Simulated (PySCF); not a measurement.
CH6N2O2W, SMILES C[N]=[W](=[NH])([OH])[OH], multiplicity 1.

Coordinates come from a PBE0-D3(BJ)/def2-SVP optimisation. The spin state was assumed, not searched. The def2 effective core potentials stand for the cores of W; spin–orbit coupling is left out. Other conformers were not sampled.

Two levels are set side by side: PBE/def2-TZVP (PySCF) and ωB97X/def2-TZVP (PySCF). Same geometry, gas phase. Differences are taken from unrounded values.

```csv
quantity,PBE
orbital gap (eV),4.51
highest occupied level (eV),-5.77
lowest empty level (eV),-1.26
dipole moment (D),1.33
mean polarisability (bohr³),79.1
```

These are the PBE values. What does ωB97X give? (The exact figures need the calculation; the answer reports its results.)


```csv
quantity,ωB97X,PBE minus ωB97X
orbital gap (eV),10.96,-6.45
highest occupied level (eV),-9.39,3.62
lowest empty level (eV),1.57,-2.83
dipole moment (D),1.42,-0.08
mean polarisability (bohr³),75.0,4.1
```

Without exact exchange PBE keeps part of each electron's self-repulsion, which lifts occupied levels and narrows the gap. PBE's more diffuse valence density responds more strongly to a field. Differences between two approximate levels are no errors against the true value.

Rough cost on one machine, each run with all the roots and properties that it gave: ωB97X against PBE within a factor of 2.
